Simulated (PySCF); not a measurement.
Isomers of C2H4B2. Isolated molecules, 0 K electronic values unless said otherwise. One relaxed conformer stands for each flexible species; it need not be the lowest. Strings in code marks are SMILES.

Quantity: electronic energy of isomers of C2H4B2 relative to `B=C=BC`, in kJ/mol.

Case: `BBC#C`. Geometry of `BBC#C` (neutral, multiplicity 1, Å):

```xyz
8

B     -1.6104     0.2605     0.1653
B     -0.2846    -0.4616    -0.4836
C      1.1199    -0.1269    -0.0599
C      2.2327     0.1595     0.2969
H     -2.0826     1.2485    -0.3101
H     -2.1694    -0.1934     1.1173
H     -0.4259    -1.2931    -1.3321
H      3.2203     0.4065     0.6062
```

### Question
What electronic energy of isomers of C2H4B2 relative to `B=C=BC` does CAM-B3LYP-D3(BJ)/def2-TZVP (PySCF) give?

### Answer
121.6 kJ/mol.
